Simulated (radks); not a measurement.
Q: Species: Cd+. Configuration: [Kr] 4d10 5s1 (the NIST ground configuration). All-electron calculation, Dirac Kohn-Sham, exchange-only LDA, spin-unpolarised, spherical densities, point nucleus. Program: a radial shooting solver on a logarithmic mesh with Libxc functionals. Some entries of the table are withheld. Estimate them.

orbital  occ.  eigenvalue (hartree)  <r> (bohr)  <1/r> (bohr^-1)
1s1/2       2             -973.2469     0.03042            50.59
2s1/2       2                   (1)      0.1314            11.68
2p1/2       2                   (2)      0.1113            11.67
2p3/2       4                   (3)      0.1164            10.93
3s1/2       2             -27.16341      0.3587            4.097
3p1/2       2                   (4)      0.3499            4.007
3p3/2       4                   (5)      0.3610            3.827
3d3/2       4             -14.87564      0.3330            3.669
3d5/2       6             -14.61920      0.3365            3.622
4s1/2       2              -4.15643      0.8790            1.586
4p1/2       2              -2.88013      0.9389            1.464
4p3/2       4              -2.66355      0.9707            1.404
4d3/2       4                   (6)       1.270            1.068
4d5/2       6                   (7)       1.289            1.051
5s1/2       1              -0.45337         (8)           0.4812

A: 
(1) 2s1/2 eigenvalue (hartree): -144.6968
(2) 2p1/2 eigenvalue (hartree): -134.7984
(3) 2p3/2 eigenvalue (hartree): -127.7367
(4) 3p1/2 eigenvalue (hartree): -23.19203
(5) 3p3/2 eigenvalue (hartree): -21.93126
(6) 4d3/2 eigenvalue (hartree): -0.72282
(7) 4d5/2 eigenvalue (hartree): -0.69686
(8) 5s1/2 <r> (bohr): 2.662
